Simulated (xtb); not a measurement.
C₃H₆OSi, SMILES O=C(C=C)[SiH3]. All values are semi-empirical tight-binding results from xtb (GFN2-xTB unless named), good for trends rather than for accurate numbers. Coordinates come from a GFN2-xTB optimisation. The values are those of a single conformer.

A frequency run showed that this geometry is not a minimum.

Computed properties:
```json
{
 "orbital_gap": "1.96 eV",
 "dipole_moment": "2.49 D",
 "static polarisability (D4 model)": "68.7 bohr³",
 "solvation energy, GFN2-xTB/ALPB(water)": "-1.8 kcal/mol",
 "solvation energy, GFN2-xTB/ALPB(octanol)": "-4.5 kcal/mol"
}
```
